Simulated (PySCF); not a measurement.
Compound: C7H13 (doublet state).
Geometry (GFN2-xTB, Å), atoms numbered from 1 in this order:
```xyz
20
C7H13 angstrom
C     -0.7437    1.9571   -0.8690
C     -0.6272    1.2218    0.2260
C     -0.3409   -0.2645    0.3005
C     -0.6923   -1.0072   -0.9890
C     -1.1425   -0.8748    1.4573
C      1.1161   -0.2724    0.6209
C      2.1981   -0.0942   -0.3707
H     -0.8885    3.0232   -0.8097
H     -0.7107    1.5429   -1.8611
H     -0.6643    1.7048    1.1943
H     -0.1641   -0.6034   -1.8463
H     -0.4325   -2.0588   -0.8896
H     -1.7604   -0.9277   -1.1770
H     -2.2093   -0.7868    1.2635
H     -0.9194   -0.3672    2.3928
H     -0.8933   -1.9274    1.5701
H      1.3830   -0.1358    1.6574
H      2.4711    0.9635   -0.4804
H      1.9194   -0.4650   -1.3530
H      3.0964   -0.6172   -0.0401
```

The hyperfine couplings belong to this conformer and change with its torsions.

The species is `C=CC(C)(C)[CH]C` [radical].

Method used: UKS B3LYP, pcH-1 on C H, non-relativistic, mean-field spin-orbit, GIAO in PySCF 2.14.0. Isolated species at its GFN2-xTB geometry (one conformer only). GFN2-xTB frequencies show an imaginary mode (84i cm⁻¹), so this geometry is no minimum at that level. A GFN2-xTB geometry isn't a minimum of the functional, and hyperfine couplings can be far from their values at a DFT geometry. Stability of the SCF solution: not tested.

Largest spin populations (Mulliken): C6 (+0.99), C1 (+0.12), C7 (-0.08) and H18 (+0.07). C6 is the only atom above +0.15. The angles at C6 add up to 357.9°, so it is nearly planar; its axial dipolar tensor and the negative coupling of its proton fit spin in a p orbital normal to that plane.

Task: List the C–H protons on four-coordinate carbons next to a three-coordinate spin centre, with their couplings and θ (C–H bond against the normal to the plane of the centre's neighbours, projected along the bond that joins the two).

Result: 
```csv
β H,on,centre,θ (°),cos²θ,a (G)
H18,C7,C6,9,0.98,+50.07
H19,C7,C6,68,0.14,+6.81
H20,C7,C6,53,0.36,+18.76
```

Fitting the Heller–McConnell form a = ρ(B0 + B2 cos²θ), with Mulliken ρ = 0.99, gives B0 = -0.1 G and B2 = 52.1 G, with a largest miss of 0.3 G. By this fit the coupling would be 51.4 G at θ = 0° and -0.1 G at 90°.

Task: What would the freely rotating methyl group on C7 show?

Result: Three equal couplings, a 1:3:3:1 quartet. The mean of the three values of this geometry estimates the splitting: 25.2 G, or 70.7 MHz (three bonds 120° apart have a mean cos²θ of 1/2 at any torsion).

Couplings in gauss use g_iso = 2.0026.

Hardware: Arm Neoverse V2, one thread, shared host with 32 logical CPUs at a one-minute load of 39. Cost: 71 s (with the writing of density and orbital grids), 0.96 GiB resident at most.
